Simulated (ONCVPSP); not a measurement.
# O, ONCV: configuration errors across variants

```json
{
  "Element": "O (Z = 8)",
  "Generator": "ONCVPSP 4.0.1",
  "Type": "optimised norm-conserving Vanderbilt (ONCV)",
  "Functional": "PBEsol",
  "Relativity": "non-relativistic",
  "Frozen core": "[He]",
  "Valence charge": "6",
  "Reference configuration": "2s1 2p5",
  "Partial waves": "2s: rc 0.80 bohr, ncon 4, nbas 8, qcut 9.2 1/bohr, local; 2p: rc 1.70 bohr, ncon 5, nbas 8, qcut 9 1/bohr, 2 projectors, debl 1.7 Ha; d scattering state at 0.4 Ha: rc 1.80 bohr, ncon 5, nbas 8, qcut 6.2 1/bohr, 1 projector",
  "Local potential": "the s channel",
  "Core correction": "none"
}
```

All-electron excitation energies from the reference (eV): (1) 2s2 2p4 -14.801; (2) 2s2 2p3 1.567; (3) 2s2 2p2 35.052; (4) 2s0 2p6 14.839.

Errors AE − PS in meV (a dash: test not solved or not reliable):

```csv
change,(1),(2),(3),(4),bound ghosts,GHOST(+) flags above zero
base,+8.1,+102,+430,+8.3,none,none
s: qcut 5.8; p: qcut 5.7; d: qcut 3.9,+13,+208,+876,+9.3,none,none
s: qcut 6.9; p: qcut 6.8; d: qcut 4.7,+12,+161,+675,+8.0,none,none
s: qcut 7.7; p: qcut 7.5; d: qcut 5.2,+9.6,+135,+571,+7.6,none,none
s: qcut 8.7; p: qcut 8.5; d: qcut 5.8,+8.3,+110,+468,+8.1,none,none
s: qcut 9.4; p: qcut 9.2; d: qcut 6.3,+8.0,+99,+419,+8.4,none,none
s: qcut 10; p: qcut 9.8; d: qcut 6.7,+8.0,+91,+386,+8.5,none,none
s: qcut 10.9; p: qcut 10.7; d: qcut 7.3,+8.0,+84,+354,+8.6,none,none
s: qcut 11.5; p: qcut 11.3; d: qcut 7.8,+8.0,+81,+340,+8.7,none,none
s: qcut 12.5; p: qcut 12.2; d: qcut 8.4,+8.1,+71,+294,+8.7,none,none
```

Question: Give the same row for: s: qcut 13.2; p: qcut 12.9; d: qcut 8.9.

Answer: +8.1, +81, +337, +8.7; bound ghosts: none; GHOST(+) flags above zero: none.
